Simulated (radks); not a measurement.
Values are calculated unless marked as measured or tabulated.
Charge is removed step by step from the 5s1/2 level of neutral cadmium, starting from [Kr] 4d10 5s2. Code: a radial shooting solver on a logarithmic mesh with Libxc functionals. Model: Dirac Kohn-Sham, PBE, spin-unpolarised, spherical densities, finite nucleus; Fermi nuclear charge, rms radius 4.6087 fm.

[
 {"removed (e)": "0", "E - E(0) (eV)": "0.000", "eigenvalue (eV)": "-5.660", "E minus straight line (eV)": "0.000"},
 {"removed (e)": "0.125", "E - E(0) (eV)": "0.761", "eigenvalue (eV)": "-6.526", "E minus straight line (eV)": "-0.398"},
 {"removed (e)": "0.25", "E - E(0) (eV)": "1.632", "eigenvalue (eV)": "-7.411", "E minus straight line (eV)": "-0.686"},
 {"removed (e)": "0.375", "E - E(0) (eV)": "2.615", "eigenvalue (eV)": "-8.313", "E minus straight line (eV)": "-0.863"},
 {"removed (e)": "0.5", "E - E(0) (eV)": "3.711", "eigenvalue (eV)": "-9.232", "E minus straight line (eV)": "-0.926"},
 {"removed (e)": "0.625", "E - E(0) (eV)": "4.923", "eigenvalue (eV)": "-10.166", "E minus straight line (eV)": "-0.873"},
 {"removed (e)": "0.75", "E - E(0) (eV)": "6.253", "eigenvalue (eV)": "-11.115", "E minus straight line (eV)": "-0.702"},
 {"removed (e)": "0.875", "E - E(0) (eV)": "7.703", "eigenvalue (eV)": "-12.079", "E minus straight line (eV)": "-0.412"},
 {"removed (e)": "1", "E - E(0) (eV)": "9.274", "eigenvalue (eV)": "-13.057", "E minus straight line (eV)": "0.000"}
]

Removing the whole electron costs 9.274 eV by Delta-SCF, against 5.660 eV from minus the eigenvalue at the starting occupation. Slater's transition state (half an electron removed) gives 9.232 eV. Integrating minus the eigenvalue over the occupation (Janak's theorem) gives 9.274 eV. The mean slope of the eigenvalue, de/dn, is 7.40 eV per electron. Ionisation energy of Cd in the NIST Atomic Spectra Database: 8.994 eV (measured).

Beside tabulated values, note that spin-unpolarised runs miss the spin-polarisation part of the exchange energy of open shells.
